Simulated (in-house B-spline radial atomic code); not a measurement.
RPA and G0W0 on SCAN: Rb8+

Configuration [Ar] 3d10 4s1, highest spin, mean-field start SCAN. Computed with an all-electron radial atomic-structure program (B-spline basis): all electrons, scalar-relativistic (spin-free one-electron X2C), finite nucleus, each spin shell either full or empty, empty states to l = 9 with an (l + 1/2)⁻⁴ tail; G0W0 by contour deformation at full frequency.

Command:
```bash
python run_gw.py task.json out
```
Settings (radii: box in bohr, nucleus in fm):
```
Z                        37
electrons                29
configuration            [Ar] 3d10 4s1
hamiltonian              x2c
method                   scan,scan
lmax                     9
rms_radius               4.2036
spin_polarised           True
box_radius               7.7
intervals                66
ion_configuration        [Ar] 3d10
```

Time taken, with all properties: 5.9 s on 1 thread of Arm Neoverse N1, on a shared host.

Energies (hartree):

```
                                     term        value
                         mean-field total  -2962.61023
Hartree-Fock functional on these orbitals  -2960.82923
                      direct second order      -2.4473
                    second-order exchange      0.72295
                         SOSEX correction      0.67776
```

Problem. What is the RPA correlation energy, and what remains with SOSEX?

Solution. RPA gives -2.1962 hartree (-2.06 eV per electron); RPA + SOSEX gives -1.5185, and the second-order doubles -1.7243 hartree (no singles). RPA lacks exchange-type terms and so overcorrelates at short range.

Quasi-particle levels (eV):

```
  level  occupied  mean field  Σx - vxc     Σc  QP weight     G0W0
  4s up       yes     -144.42     -5.32      ?          ?        ?
3d down       yes     -236.24    -20.74   2.85      0.967  -254.13
  3d up       yes     -236.70    -20.60   2.83      0.963  -254.48
4s down        no     -138.97      8.87  -2.80      0.969  -132.91
```

G0W0 = mean field + (Σx - vxc) + Σc, with Σc (partial-wave tail included) taken at the quasi-particle energy. Only the outer levels were computed. Levels of low weight are left out.

Problem. Where does G0W0 put 4s up?

Solution. At -151.80 eV, with Σc = -2.06 eV and a quasi-particle weight of 0.980. The tabulated removal energy is 150.628 ± 0.025 eV (NIST, measured); the calculation leaves out spin-orbit coupling, Breit and QED terms, and what these don't explain is the method's own error.

Problem. What does it cost to remove one electron (to [Ar] 3d10) by differences of total energies, each species on its own start (correlation terms add to the Hartree-Fock functional)?

Solution. SCAN 151.45 eV, Hartree-Fock functional 149.41 eV, + RPA 151.38 eV, + RPA + SOSEX 150.55 eV, + second order 150.94 eV. Tabulated: 150.628 ± 0.025 eV (NIST, measured); the calculation leaves out spin-orbit coupling, Breit and QED terms, and what these don't explain is the method's own error.
